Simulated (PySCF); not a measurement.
Computed shifts of a molecule C2H8O2Si, HF/pcSseg-1 (PySCF), GIAO, gas phase, atoms alike by connectivity averaged where their shifts nearly agree, in ppm (number of nuclei): ¹³C: 48.3 (1), -1.3 (1). ²⁹Si: -16.3 (1). ¹H: 4.40 (1), 3.72 (3), 2.05 (1), 0.52 (3). References: ¹³C against TMS (σ = 192.6 ppm); ¹⁷O against H2O (σ = 333.0 ppm); ²⁹Si against TMS (σ = 393.8 ppm); ¹H against TMS (σ = 31.99 ppm), references at their B3LYP-D3(BJ)/def2-TZVP geometries, non-relativistic. Geometry: r2SCAN-D4/def2-SVP. Other conformers were not sampled.

Pick the molecule that these values belong to.
A) C[C@H](O)[SiH2]O
B) OCCO[SiH3]
C) COC[SiH2]O
D) CO[Si@@H](C)O

D, CO[Si@@H](C)O
